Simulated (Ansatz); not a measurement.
FGeH (SMILES [F][GeH]), charge 0, multiplicity 1, relaxed at each level with Ansatz (a quantum-chemistry and plane-wave program); harmonic frequencies from differences of analytic forces, average atomic masses, frozen cores.

| mode | HF/def2-TZVPP (cm⁻¹) | r2SCAN/def2-TZVPP (cm⁻¹) | B3LYP/def2-TZVPP (cm⁻¹) | PBE0/def2-TZVPP (cm⁻¹) | CCSD(T)/cc-pVDZ (cm⁻¹) | CCSD(T)/cc-pVTZ (cm⁻¹) |
|---|---|---|---|---|---|---|
| 1 | 711 | 666 | 648 | 668 | 687 | … |
| 2 | 842 | 774 | 758 | 767 | 785 | … |
| 3 | 1983 | 1854 | 1836 | 1868 | 1888 | … |

Q: Modes are in rising order at each level. What belongs in the gaps?

A: 
- 1, CCSD(T)/cc-pVTZ (cm⁻¹): 681
- 3, CCSD(T)/cc-pVTZ (cm⁻¹): 1883
- 2, CCSD(T)/cc-pVTZ (cm⁻¹): 780

Doubts at one or more of the structures used: a restricted determinant that unrestricted orbitals would lower (CCSD(T)/cc-pVDZ, CCSD(T)/cc-pVTZ).
